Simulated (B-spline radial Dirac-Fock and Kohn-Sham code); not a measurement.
K-line shifts caused by a second vacancy in Sb

System: atomic antimony, configuration 1s2 2s2 2p6 3s2 3p6 3d10 4s2 4p6 4d10 5s2 5p3.

Level of theory: Dirac-Fock (average of configuration) total-energy differences with a finite nucleus, the Breit interaction including its frequency dependence, and self-energy and vacuum-polarisation corrections; a radial finite-basis atomic code. Each two-hole energy is an average over J within one jj subconfiguration, not an observable level; in light atoms, where LS coupling holds, the j-resolved values are not observed lines, and for a K spectator the Kα1 hypersatellite is nearly forbidden. The model has no electron correlation.

Lines without a spectator: Kα2 (K-L2) 26108.4 eV, Kα1 (K-L3) 26356.8 eV, Kβ3 (K-M2) 29674.8 eV, Kβ1 (K-M3) 29721.6 eV. Shifts in eV with one spectator hole (a dash: not computed, or left out as unreliable):

```csv
spectator hole,Kα2,Kα1,Kβ3,Kβ1
K (1s),+590.9,+610.6,+754.4,+758.6
L2 (2p1/2),+65.5,+83.0,–,+174.7
L3 (2p3/2),+63.3,+63.9,+153.5,–
M2 (3p1/2),–,+9.67,+21.40,+26.12
M3 (3p3/2),+7.01,–,+21.94,+21.49
M4 (3d3/2),+1.27,-1.47,–,–
M5 (3d5/2),-1.98,+0.03,–,–
```
